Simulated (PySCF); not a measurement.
**Two-component Hartree-Fock for Cd²⁺ (cadmium, charge +2)**

Start: [Kr] 4d9 5s1; 4d3/2 filled at m_j = -3/2, -1/2, +1/2, +3/2; 4d5/2 filled at m_j = -3/2, -1/2, +1/2, +3/2, +5/2; 5s1/2 filled at m_j = +1/2. Calculated with PySCF 2.14 in x2c-TZVPall-2c with one added diffuse shell each of s, p, d type (9s10p8d1f, 86 functions): generalised Hartree-Fock with the X2C-1e Hamiltonian and a Gaussian nucleus; one run each with spin-orbit coupling (SO) switched off, then screened by Boettger's factors. This is a chosen level, not necessarily the ground level.

| spinor shell | electrons | ε, spin-free (eV) | ε, screened SO (eV) | weight of nominal j (screened SO) | rms radius, screened SO (bohr) |
| --- | --- | --- | --- | --- | --- |
| 1s1/2 | 2 | -26871.1 | -26868.8 | 1.000 | 0.0348 |
| 2s1/2 | 2 | -4099.0 | -4098.4 | 1.000 | 0.142 |
| 2p1/2 | 2 | -3673.5 | -3806.8 | 1.000 | 0.124 |
| 2p3/2 | 4 | -3673.5 | -3612.1 | 1.000 | 0.128 |
| 3s1/2 | 2 | -822.36 | -822.16 | 1.000 | 0.381 |
| 3p1/2 | 2 | -679.28 | -703.90 | 1.000 | 0.375 |
| 3p3/2 | 4 | -679.28 | -667.85 | 1.000 | 0.386 |
| 3d3/2 | 4 | -455.96 | -460.34 | 0.999 | 0.362 |
| 3d5/2 | 6 | -455.96 | -452.83 | 0.999 | 0.365 |
| 4s1/2 | 2 | -153.24 | -153.19 | 1.000 | 0.938 |
| 4p1/2 | 2 | -108.55 | -113.61 | 0.987 | 1.01 |
| 4p3/2 | 4 | -108.55 | -106.16 | 0.993 | 1.03 |
| 4d3/2 | 4 | -43.191 | -43.958 | 0.898 | 1.30 |
| 4d5/2 | 5 | -43.191 | -42.597 | 0.918 | 1.31 |
| 5s1/2 | 1 | -26.225 | -26.224 | 1.000 | 2.65 |

```json
{"quantity": "E (hartree)", "spin-free": "-5589.56793", "screened SO": "-5590.70358"}
{"quantity": "M_J", "spin-free": "3", "screened SO": "3"}
{"quantity": "⟨J²⟩", "spin-free": "12.005", "screened SO": "12.005"}
{"quantity": "⟨L²⟩", "spin-free": "6.004", "screened SO": "6.019"}
{"quantity": "⟨S²⟩", "spin-free": "2.000", "screened SO": "2.016"}
```

Each row is a mean over spinors that exchange with the open shell spreads, by up to 6.025 eV (4p3/2).

Rows whose weight is well below 1 are mixtures of j = l ± 1/2: exchange outweighs spin-orbit coupling there, and the label is only the starting occupation.

Breit and QED terms are absent; they matter most for the inner s and p1/2 levels.

Densities and radii are taken from the X2C orbitals without a picture-change correction, which distorts them close to the nucleus.

Without spin-orbit coupling the j labels of p, d and f shells carry no meaning; the spin-free column gives the mean over the occupied spinors of each nl shell.
